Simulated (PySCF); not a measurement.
C₈H₄F₂S₂, SMILES Fc1csc(-c2sccc2F)c1.

Geometry optimised at B3LYP-D3(BJ)/def2-SVP. The values are those of a single conformer.

These are PySCF with PBE/def2-SVP values and carry that method's errors.

Gas-phase values at a fixed geometry.

Computed frontier levels, gap, dipole moment and polarisability:
```
Item                                                                                                              Value
---------------------------------------------------------------------------------------------  ------------------------
highest occupied level                                                                                         -5.15 eV
lowest empty level                                                                                             -2.25 eV
orbital gap                                                                                                     2.90 eV
dipole moment                                                                                                    1.99 D
quadrupole, principal values (traceless, Buckingham form, about the centre of nuclear charge)   -8.89, -3.28, 12.16 D·Å
mean static polarisability                                                                       121.0 bohr³ (17.94 Å³)
polarisability, principal values                                                               51.2, 118.4, 193.6 bohr³
```
